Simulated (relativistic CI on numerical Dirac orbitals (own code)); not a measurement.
## How well does a small relativistic CI reproduce Cu3+?

Method of calculation: Dirac-Coulomb-Breit CI, separate exchange-only KLI orbitals for each configuration, a model potential for QED, valence Slater integrals scaled by 0.85, P86 correlation energy added to each configuration (own radial code, finite nucleus).

CI space (outside the closed core [Ne] 3s2): 3p6 3d8, 3p6 3d7 4s, 3p6 3d7 4p, 3p6 3d7 4d, 3p6 3d7 5s, 3p6 3d6 4s2, 3p6 3d7 5p, 3p6 3d7 4f, 3p5 3d9, 3p6 3d7 5d, 3p6 3d7 6s, 3p6 3d6 4s 4p, 3p6 3d7 6p, 3p6 3d7 5f, 3p6 3d7 5g, 3p6 3d7 6d, 3p6 3d6 4p2, 3p6 3d6 4s 4d. Levels of other configurations are missing.

```tsv
Configuration	Term (tabulated)	J	Measured (cm⁻¹)	Computed	Error	Purity (%)
3p6 3d8	3F	4	0.0	0	0	100
3p6 3d8	3F	3	1861.4	1798	-63	100
3p6 3d8	3F	2	3077.6	2986	-91	99
3p6 3d8	1D	2	16248.0	16865	617	80
3p6 3d8	3P	2	19696.6	20051	354	80
3p6 3d8	3P	1	20096.6	20398	301	100
3p6 3d8	3P	0	20422.6	20721	298	99
3p6 3d8	1G	4	26913.0	25925	-988	100
3p6 3d8	1S	0	61456.4	61873	416	99
3p6 3d7 4s	5F	5	119632.4	118128	-1504	99
3p6 3d7 4s	5F	4	120918.7	119378	-1541	99
3p6 3d7 4s	5F	3	121929.8	120363	-1566	99
3p6 3d7 4s	5F	2	122663.8	121080	-1584	99
3p6 3d7 4s	5F	1	123139.8	121546	-1594	99
3p6 3d7 4s	3F	4	128343.3	126407	-1937	98
3p6 3d7 4s	3F	3	130060.3	128081	-1980	99
3p6 3d7 4s	3F	2	131218.6	129212	-2006	99
3p6 3d7 4s	5P	3	139695.3	138782	-913	99
3p6 3d7 4s	5P	2	140065.7	139193	-873	96
3p6 3d7 4s	5P	1	140715.0	139801	-914	97
3p6 3d7 4s	3G	5	144065.9	141384	-2682	97
3p6 3d7 4s	3G	4	144749.0	142047	-2702	93
3p6 3d7 4s	3G	3	145579.9	142871	-2709	99
3p6 3d7 4s	3P †	2	147736.6	148317	580	84
3p6 3d7 4s	3P †	0	148233.8	150195	1962	100
3p6 3d7 4s	1G	4	148860.7	145976	-2884	88
3p6 3d7 4s	3P †	1	149667.2	149078	-589	84
3p6 3d7 4s	3H	6	151622.7	148079	-3544	100
3p6 3d7 4s	3D	3	152231.7	150671	-1560	99
3p6 3d7 4s	3H	5	152301.7	148748	-3554	95
3p6 3d7 4s	3H	4	153198.2	149662	-3536	90
3p6 3d7 4s	3D	2	153375.7	151884	-1491	79
3p6 3d7 4s	1H	5	156458.7	152744	-3715	96
3p6 3d7 4s	1D	2	157536.1	155780	-1756	88
3p6 3d7 4s	3F	2	170066.5	168057	-2010	99
3p6 3d7 4s	3F	3	170277.7	168261	-2017	99
3p6 3d7 4s	3F	4	170619.0	168590	-2029	99
3p6 3d7 4s	1F	3	174831.3	172454	-2377	99
3p6 3d7 4p	5F°	5	190527.7	188323	-2205	91
3p6 3d7 4p	5F°	3	191761.8	189589	-2173	71
3p6 3d7 4p	5F°	2	192741.0	190534	-2207	83
3p6 3d7 4p	5D°	4	192752.8	190513	-2240	56
3p6 3d7 4p	5F°	1	193434.4	191203	-2232	94
3p6 3d7 4p	5G°	6	193947.8	191474	-2473	99
3p6 3d7 4p	5D°	3	194132.4	191890	-2242	70
3p6 3d7 4p	5G°	5	194339.1	191959	-2380	78
3p6 3d7 4p	5G°	4	195054.9	192666	-2389	80
3p6 3d7 4p	5D°	2	195085.9	192850	-2236	79
3p6 3d7 4p	5G°	3	195544.1	193157	-2387	81
3p6 3d7 4p	5D°	1	195684.3	193473	-2212	95
3p6 3d7 4p	5G°	2	195827.0	193446	-2381	83
3p6 3d7 4p	5D°	0	195932.0	193732	-2200	99
3p6 3d7 4s	3D	2	197138.5	195031	-2107	99
3p6 3d7 4p	3G°	5	197325.0	195075	-2250	85
3p6 3d7 4s	3D	3	197659.5	195519	-2141	99
3p6 3d7 4p	3F°	4	198179.2	196028	-2152	91
3p6 3d7 4p	3G°	4	199202.3	196939	-2264	87
3p6 3d7 4p	3F°	3	199598.8	197411	-2188	87
3p6 3d7 4p	3F°	2	200720.0	198516	-2204	94
3p6 3d7 4p	3D°	3	201210.9	199087	-2124	90
3p6 3d7 4s	1D	2	201771.0	199315	-2456	98
3p6 3d7 4p	3D°	2	202360.6	200270	-2090	95
3p6 3d7 4p	3D°	1	203139.5	201049	-2090	98
```

Measured levels from Sugar and Musgrove, J. Phys. Chem. Ref. Data 19, 527 (1990); pairs were made by configuration, J and term (by order where the table uses no LS term), so strongly mixed levels may be paired wrongly.

Mean error by configuration (cm⁻¹): 3p6 3d8 106; 3p6 3d7 4s -2127; 3p6 3d7 4p -2242. Over the excited levels the mean absolute error is 1934 cm⁻¹ (62 of the 66 excited levels that our extract of the source holds in range could be paired, and the others can miss by more), and the median relative error of those above 1,000 cm⁻¹ is 1.2 %. † marks terms whose computed intervals miss the measured ones by more than a factor of 2.5, or configurations far off the rest, from wrong mixing, a near crossing or a doubtful label or measurement; they are left out of the means.
